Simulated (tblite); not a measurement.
A geometry optimisation, step by step.

Species: C6H6BrS (doublet state).
SMILES with atom numbers: `[S:1]=[C:2]=[C:3]([Br:4])[CH:5]1[CH2:6][CH:7][CH2:8]1` (hydrogens: H9 on C5; H10, H11 on C6; H12 on C7; H13, H14 on C8)
Bond orders are those of one Lewis drawing.

Computed with GFN2-xTB (tblite), gas phase: L-BFGS steps from a force-field or distance-geometry start until the largest atomic force falls under 0.01 eV/Å. 6 of its 96 geometries are shown.

Step 0: E = -626.8691 eV, largest atomic force 6.029 eV/Å
```
atom  x, y, z in Å  |  force x, y, z in eV/Å
S1      3.519    1.857   -0.096   -4.124  -4.152   1.451
C2      2.285    0.628    0.361    3.786   4.155  -1.623
C3      1.403   -0.261    0.705    0.005   1.598  -0.267
Br4     2.065   -1.786    1.500    0.460  -1.556   0.660
C5     -0.075   -0.065    0.755    0.238  -0.019  -1.136
C6     -0.930   -1.106   -0.010   -0.518  -0.704   1.130
C7     -1.741    0.009   -0.505   -0.135  -0.041  -1.203
C8     -0.673    0.981   -0.216   -0.638   0.634   0.861
H9     -0.412    0.089    1.783    0.030  -0.104  -0.121
H10    -0.433   -1.656   -0.810    0.258  -0.069   0.118
H11    -1.470   -1.810    0.631    0.140  -0.287  -0.079
H12    -2.410   -0.006   -1.351   -0.178   0.087   0.221
H13    -0.104    1.227   -1.105    0.493   0.079  -0.014
H14    -1.025    1.897    0.251    0.183   0.379   0.002
```

Step 19: E = -628.1297 eV, largest atomic force 0.089 eV/Å
```
atom  x, y, z in Å  |  force x, y, z in eV/Å
S1      3.366    1.696   -0.158   -0.054  -0.032  -0.013
C2      2.270    0.682    0.306    0.061   0.008  -0.018
C3      1.396   -0.185    0.719   -0.049   0.066   0.034
Br4     2.055   -1.861    1.441    0.002  -0.032   0.015
C5     -0.090   -0.040    0.732    0.034   0.043   0.042
C6     -0.902   -1.129   -0.012    0.061   0.017   0.004
C7     -1.570   -0.033   -0.748   -0.011   0.014   0.026
C8     -0.676    1.022   -0.224    0.029  -0.012   0.033
H9     -0.452    0.084    1.755    0.047   0.003   0.039
H10    -0.264   -1.767   -0.631   -0.028  -0.065  -0.002
H11    -1.526   -1.777    0.610   -0.024  -0.008  -0.085
H12    -2.537    0.027   -1.201   -0.041  -0.007  -0.042
H13     0.076    1.387   -0.935   -0.039   0.029   0.012
H14    -1.148    1.893    0.239    0.013  -0.025  -0.044
```

Step 38: E = -628.1396 eV, largest atomic force 0.082 eV/Å
```
atom  x, y, z in Å  |  force x, y, z in eV/Å
S1      3.296    1.655   -0.330    0.044   0.009  -0.007
C2      2.254    0.646    0.251   -0.049  -0.045   0.002
C3      1.391   -0.185    0.751   -0.042   0.029  -0.029
Br4     2.026   -1.851    1.521    0.046   0.020   0.012
C5     -0.094   -0.040    0.769   -0.032  -0.008  -0.004
C6     -0.886   -1.118   -0.017    0.011  -0.008   0.031
C7     -1.535   -0.016   -0.758    0.016  -0.002  -0.026
C8     -0.681    1.037   -0.171    0.009  -0.006   0.051
H9     -0.443    0.053    1.801   -0.019   0.004  -0.036
H10    -0.231   -1.761   -0.615   -0.046  -0.021  -0.016
H11    -1.545   -1.769    0.565    0.022  -0.013  -0.006
H12    -2.440    0.019   -1.334    0.067   0.031   0.036
H13     0.077    1.453   -0.849   -0.036   0.006   0.025
H14    -1.191    1.876    0.310    0.009   0.005  -0.034
```

Step 57: E = -628.1499 eV, largest atomic force 0.023 eV/Å
```
atom  x, y, z in Å  |  force x, y, z in eV/Å
S1      3.255    1.518   -0.559    0.016   0.005  -0.004
C2      2.192    0.609    0.139   -0.017  -0.007   0.007
C3      1.364   -0.169    0.771    0.011   0.015  -0.013
Br4     2.104   -1.730    1.663   -0.005  -0.004   0.019
C5     -0.121   -0.063    0.818   -0.005  -0.011  -0.010
C6     -0.886   -1.113   -0.032    0.001  -0.005  -0.005
C7     -1.481    0.013   -0.782    0.006  -0.011   0.012
C8     -0.702    1.049   -0.080   -0.010   0.002  -0.016
H9     -0.467   -0.029    1.853    0.007   0.004  -0.001
H10    -0.228   -1.768   -0.615   -0.014  -0.008  -0.001
H11    -1.584   -1.756    0.512    0.010   0.000  -0.008
H12    -2.250    0.060   -1.526   -0.002   0.007   0.009
H13     0.070    1.539   -0.689    0.007   0.012  -0.001
H14    -1.267    1.839    0.420   -0.006   0.001   0.012
```

Step 76: E = -628.1508 eV, largest atomic force 0.011 eV/Å
```
atom  x, y, z in Å  |  force x, y, z in eV/Å
S1      3.269    1.501   -0.569    0.001  -0.003  -0.005
C2      2.199    0.602    0.131    0.002   0.001   0.002
C3      1.368   -0.169    0.766   -0.005   0.008   0.003
Br4     2.106   -1.706    1.705   -0.002   0.001   0.001
C5     -0.117   -0.067    0.810   -0.004   0.000   0.000
C6     -0.884   -1.114   -0.042   -0.003  -0.005   0.000
C7     -1.480    0.015   -0.788    0.001  -0.003   0.008
C8     -0.706    1.050   -0.077    0.002  -0.001  -0.006
H9     -0.460   -0.039    1.846   -0.002  -0.004   0.002
H10    -0.233   -1.772   -0.627    0.006   0.007  -0.002
H11    -1.583   -1.754    0.503   -0.003  -0.010  -0.002
H12    -2.260    0.067   -1.520   -0.003   0.003   0.003
H13     0.060    1.556   -0.680    0.004   0.006   0.000
H14    -1.280    1.827    0.435    0.007   0.000  -0.002
```

Step 95: E = -628.1518 eV, largest atomic force 0.007 eV/Å
```
atom  x, y, z in Å  |  force x, y, z in eV/Å
S1      3.280    1.442   -0.612   -0.002   0.006  -0.002
C2      2.202    0.581    0.122   -0.005  -0.004   0.002
C3      1.366   -0.160    0.787    0.002   0.000   0.002
Br4     2.099   -1.654    1.797    0.003   0.001   0.003
C5     -0.120   -0.069    0.806    0.002  -0.006  -0.001
C6     -0.867   -1.111   -0.070    0.000  -0.003  -0.002
C7     -1.493    0.024   -0.780    0.001  -0.006   0.002
C8     -0.711    1.054   -0.071    0.001  -0.003   0.000
H9     -0.482   -0.060    1.836    0.000   0.002   0.000
H10    -0.198   -1.728   -0.680   -0.002   0.001   0.001
H11    -1.543   -1.791    0.456   -0.002   0.003  -0.002
H12    -2.313    0.083   -1.466   -0.004   0.004  -0.003
H13     0.057    1.554   -0.678    0.003   0.001  -0.001
H14    -1.275    1.835    0.445    0.003   0.004   0.001
```

Task: Summarise the path.

Result: The energy falls by 123.76 kJ/mol from step 0 to step 95; nine tenths of that is first reached at step 6. It falls at every step. The largest force goes from 6.029 to 0.007 eV/Å. Among the bonds S1=C2 changes most, from 1.801 to 1.563 Å; the atoms move by 0.323 Å rms after alignment.

What follows is the cost of the whole relaxation. Hardware: one thread of an Arm Neoverse V1, no GPU, shared host with 32 logical CPUs at a one-minute load of 13. Cost: 0.81 s.
